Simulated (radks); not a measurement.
Values are calculated unless marked as measured or tabulated.
Problem. The chromium ion Cr9+, configuration [Ne] 3s2 3p3 (the NIST ground configuration). Code: a radial shooting solver on a logarithmic mesh with Libxc functionals. Model: scalar-relativistic Kohn-Sham, r2SCAN, spin-unpolarised, spherical densities, finite nucleus; meta-GGA in the generalised Kohn-Sham scheme; Fermi nuclear charge, rms radius 3.6452 fm. Some entries of the table are withheld. Estimate them.

orbital  occ.  eigenvalue (hartree)  <r^2> (bohr^2)  <r> (bohr)
1s          2             -225.0511        0.005434     0.06356
2s          2             -32.75750         0.09986      0.2909
2p          6             -28.77954         0.08173         (1)
3s          2              -9.50727             (2)      0.8031
3p          3              -8.32702          0.7603      0.8127
3d          0                   (3)          0.7283      0.7890
4s          0                   (4)             (5)       1.687

Solution. 
(1) 2p <r> (bohr): 0.2580
(2) 3s <r^2> (bohr^2): 0.7333
(3) 3d eigenvalue (hartree): -6.55713
(4) 4s eigenvalue (hartree): -4.03390
(5) 4s <r^2> (bohr^2): 3.205
